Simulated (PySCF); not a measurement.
SMILES CO[SiH2]SC (C₂H₈OSSi), GFN2-xTB optimised geometry. Atoms within 1.6 Å of the plane z = 0.0 Å (x, y, z in Å): C1 (2.23, -1.65, 0.01), O2 (0.97, -1.07, 0.01), Si3 (0.63, 0.50, 0.00), S4 (-1.49, 0.50, 0.00), C5 (-1.73, 2.31, 0.00), H6 (2.11, -2.74, 0.02), H7 (2.80, -1.35, 0.89), H8 (2.79, -1.36, -0.88), H9 (1.13, 1.18, -1.20), H10 (1.13, 1.20, 1.19), H11 (-1.29, 2.73, 0.89), H12 (-1.28, 2.74, -0.89), H13 (-2.80, 2.49, -0.01).

Calculation: B3LYP/def2-TZVP (PySCF). Cells within 0.4 Å of a nucleus heavier than hydrogen are left out (blank, or x).

Map of the log10 of the electron density (e/bohr³), floored at −4 on the plane z = 0.0 Å:

```
|000000000000000000000000000|
|000000000000000000000000000|
|000001122222100000000000000|
|000123344443210000000000000|
|000234556655321000000000000|
|001356777776431100000000000|
|002468999987532222100000000|
|00246899xx87543443210000000|
|001356789987555554421000000|
|000245678887666666532000000|
|000134678988777776542100000|
|000134689x9888xx86542100000|
|000135689xx888xx86542110000|
|000134688988778987543321000|
|000124567877678998655432100|
|000023456665579xx9777653200|
|000012344444579xx9888754200|
|000000122223468999xx9764200|
|0000000011123567789x8753200|
|000000000001234567998643100|
|000000000000123457997542000|
|000000000000001346776431000|
|000000000000000234555320000|
|000000000000000023333210000|
|000000000000000001221000000|
|000000000000000000000000000|
|000000000000000000000000000|
```
Scale: ten equal steps from -4.00 (start of '0') to -0.349 (end of '9'), in the order '0123456789'; x runs from -5.00 to 5.00, y from -5.00 (bottom) to 5.00 (top).
